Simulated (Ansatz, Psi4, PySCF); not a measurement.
System: CHF, net charge 0, singlet state. SMILES: F[CH]
Geometry: optimised at B3LYP-D3(BJ)/def2-TZVP (Ansatz, an electronic-structure program).

Wanted: vertical triplet-singlet gap, E(triplet) - E(singlet), in eV. Set-up: open shells spin-unrestricted; 6-311+G** with 5d; each state is the SCF solution reached for its charge and spin; 6-31G* and kin with 6d, 5d where marked; frozen cores in correlated levels; no spin-orbit coupling; non-relativistic; no dispersion term unless named. First-principles rows: single points at B3LYP-D3(BJ) geometries (Ansatz). The Hartree-Fock reference of [CH]F (CHF) is unstable towards a lower, spin-broken solution. Levels can end on unlike triplets.

```csv
level,program,"vertical triplet-singlet gap, E(triplet) - E(singlet) (eV)"
PBE/6-311+G**,Ansatz,0.67
B3LYP/STO-3G,Ansatz,0.73
B3LYP/6-31G*,Ansatz,0.82
M06-2X/6-31G* (5d),PySCF,0.84
wB97X-D/6-31G*,Psi4,0.79
MP2/6-31G*,Ansatz,0.71
B3LYP/def2-TZVPD,Ansatz,0.80
wB97M-V/def2-TZVPD,Ansatz,1.00
wB97X-V/def2-TZVPD,Ansatz,0.91
```

No value to compare with is used here. The 6 habitual levels span 0.67 (PBE/6-311+G**) to 0.84 eV (M06-2X/6-31G* (5d)); wB97X-V/def2-TZVPD gives 0.91.

The levels are drawn from those run, B3LYP/6-31G* more often than the rest, none by its result; left out are runs that failed, that the program found above a lower state of the same kind, or whose <S^2> lies over 0.5 above the pure value.
